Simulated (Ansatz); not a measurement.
Ideal-gas functions of `O=C=[N][AlH2]` at 800 K and 1 bar, from an Ansatz frequency run at PBE0-D4/def2-TZVP.

Molar mass 71.01 g/mol, point group C2v (symmetry number 2), electronic degeneracy 1, moments of inertia 3.936, 203.426, 207.361 u Å². Harmonic wavenumbers (cm⁻¹, unscaled): 58, 89, 548, 570, 614, 643, 659, 781, 1501, 1965, 1976, 2398.

Use S(trans) = R[1.5 ln M + 2.5 ln T − 1.1517]; rotational temperatures θ = 24.2544 K / I; S(rot) = R[ln(√π/σ · √(T³/θAθBθC)) + 1.5]; for each mode x = 1.438777 ν̃/T, S = R[x/(eˣ − 1) − ln(1 − e⁻ˣ)] and H = RT x/(eˣ − 1); 1 cm⁻¹ = 0.0119627 kJ/mol; R = 8.31446 J/(mol·K).

Task: By hand: the entropy, in J/(mol·K).

Result: Translation 182.5. Rotation: θ = 6.1622, 0.1192, 0.117 K, giving 105.0. Vibration, mode by mode: 27.11, 23.56, 8.76, 8.46, 7.90, 7.55, 7.37, 6.14, 2.20, 1.13, 1.11, 0.60, in all 101.9. Electronic 0.0. Sum 389.4 J/(mol·K).

Task: By hand: H − E and G − E in kJ/mol, counted from the electronic energy.

Result: Zero-point energy ½ × 11802 × 0.0119627 = 70.6; thermal vibration 36.9; translation, rotation and pV give 4 RT = 26.6. H − E = 134.1 kJ/mol, and G − E = 134.1 − 800 × 389.4/1000 = -177.4 kJ/mol.

Vibration gives 26 % of the entropy, 50.7 J/(mol·K) of it from the modes under 150 cm⁻¹: soft modes count most, and the harmonic formula is weakest for them.
